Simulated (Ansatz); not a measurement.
Cartesian coordinates (Å):
SMILES: C=[SiH]N=[SiH2]
```xyz
9

C     -1.9939    -0.0140     0.5420
Si    -0.7573    -0.7223    -0.3913
N      0.8797    -0.3827    -0.3236
Si     2.1469     0.5323    -0.1088
H     -1.8241     0.7585     1.2805
H     -3.0137    -0.3690     0.4568
H     -1.0789    -1.7725    -1.3730
H      3.5133    -0.0202    -0.1473
H      2.1280     1.9899     0.1437
```
Charge 0, spin multiplicity 1.

These are frozen-core CCSD(T)/cc-pVTZ // B3LYP-D3(BJ)/def2-TZVP run with Ansatz (an electronic-structure program) values and carry that method's errors.

```json
{
  "HF energy": "-673.09114 Ha",
  "MP2 correlation energy": "-0.60183 Ha"
}
```

Problem. Estimate the CCSD correlation energy, the (T) correction, the total energy and the T1 diagnostic.

Solution. 
| Quantity | Result |
|---|---|
| CCSD correlation energy | -0.63772 Ha |
| (T) correction | -0.03077 Ha |
| CCSD(T) total energy | -673.75964 Ha |
| T1 diagnostic | 0.019 |
